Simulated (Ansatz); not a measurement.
`[CH3][InH][SH]` + silanol → `[CH3][InH][O][SiH3]` + H₂S  (ligand exchange at the In–S bond)

Calculated with Ansatz (gas phase, PBE0-D4/def2-TZVP geometries, no zero-point term in ΔE). CCSD(T)/CBS adds triple-zeta CCSD(T) − MP2 to the extrapolated MP2 energy (def2 sets, frozen cores). This one scheme is used for every species. Functionals use def2-TZVPP. def2 core potentials past Kr. For In outer-core shells are correlated without core-valence functions, which leaves a few kJ/mol of doubt a bond. One conformer a species, not always the lowest.

```csv
level,ΔE (kcal/mol)
PBE-QIDH,10.4
PBE,10.6
r2SCAN0,10.5
HF/CBS(def2),8.9
```

(1) What does CCSD(T)/CBS give? (Estimate.)

Largest T1 diagnostic among the species: 0.014.

Results:

(1) Ansatz gave: +8.1 kcal/mol. The listed levels differ from it by 2.3, 2.5, 2.4, 0.8 kcal/mol.

From r2SCAN to r2SCAN0 (25 % exact exchange), in def2-TZVPP and without D4, ΔE moves by +1.0 kcal/mol. Leaving LDA and LC-ωPBE aside and taking each functional with its dispersion term where it has one, the values, not all of them listed here, spread over 3.3 kcal/mol, from BLYP-D4 to HSE06-D4. The D4 term adds −0.9 kcal/mol with B3LYP and −0.5 kcal/mol with PBE0; it sums over pairs of atoms, weighted by their polarisabilities, and B3LYP, whose exchange is more repulsive, gets the larger term.

B3LYP here is the variant with VWN-RPA as its local correlation; programs differ in this.
